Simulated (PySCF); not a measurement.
Compound: 4-bromobenzaldehyde, C7H5BrO.
SMILES with atom numbers: `[O:1]=[CH:2][c:3]1[cH:4][cH:5][c:6]([Br:7])[cH:8][cH:9]1` (hydrogens: H10 on C2; H11 on C4; H12 on C5; H13 on C8; H14 on C9)

Computed with PySCF at B3LYP/def2-SVPD, non-relativistic, on one gas-phase PBE0-D3(BJ)/def2-SVP geometry that isn't relaxed in the solvent. The solvent is an IEF-PCM continuum (Bondi radii, 1.10 Å for H, scaled by 1.2). Only the electrostatic response of the medium enters. Spin–orbit coupling is left out although an atom past zinc is present.

Gas phase at B3LYP/def2-SVPD: HOMO -7.33 eV, LUMO -2.41 eV, dipole 2.33 D.

What does the continuum do to the energy, the frontier levels and the dipole at B3LYP/def2-SVPD in chloroform and dimethylsulfoxide?

| solvent | ε | E(solvent) − E(gas) (kcal/mol) | polarisation term (kcal/mol) | distortion of the solute (kcal/mol) | HOMO (eV) | LUMO (eV) | dipole (D) |
| --- | --- | --- | --- | --- | --- | --- | --- |
| chloroform | 4.711 | -4.17 | -4.78 | 0.61 | -7.21 | -2.31 | 2.93 |
| dimethylsulfoxide | 46.83 | -5.86 | -7.10 | 1.24 | -7.18 | -2.29 | 3.21 |

The polarisation term is half the interaction of the solute with the surface charges that it induces; the rest is the cost of distorting the solute's density. The sum is the electrostatic part of solvation alone. From chloroform to dimethylsulfoxide the lowering changes by a factor 1.41, Onsager's factor (ε − 1)/(2ε + 1) by 1.36 and ε itself by 9.9.

Which radius a makes the point-dipole formula ΔE = −[(ε − 1)/(2ε + 1)]·μ²/a³ give the value in dimethylsulfoxide, with the gas-phase dipole?

μ = 0.919 au and |ΔE| = 0.00934 Eh give a = 1.86 Å; the farthest nucleus lies 3.73 Å from the centroid of the nuclei, so such a sphere wouldn't even hold the nuclei. The formula assumes a rigid point dipole at the centre of a sphere.

How does the static polarisability (B3LYP/def2-SVPD, frozen core, with the continuum's full static response) change?

| medium | isotropic (au) | principal values (au) | ⟨r²⟩ of the electrons (bohr²) |
| --- | --- | --- | --- |
| gas | 111.8 | 62.0, 103.9, 169.4 | 2260.4 |
| chloroform | 144.0 | 77.5, 136.2, 218.4 | 2261.9 |
| dimethylsulfoxide | 159.9 | 87.7, 153.2, 238.9 | 2262.4 |

The isotropic value in dimethylsulfoxide is 1.43 times the gas-phase one; no cavity-field correction is applied. ⟨r²⟩ is taken about the centre of nuclear charge.

Shape of the structure used: `[O:1]=[CH:2][c:3]1[cH:4][cH:5][c:6]([Br:7])[cH:8][cH:9]1`: O1–C2–C3–C4 0°.
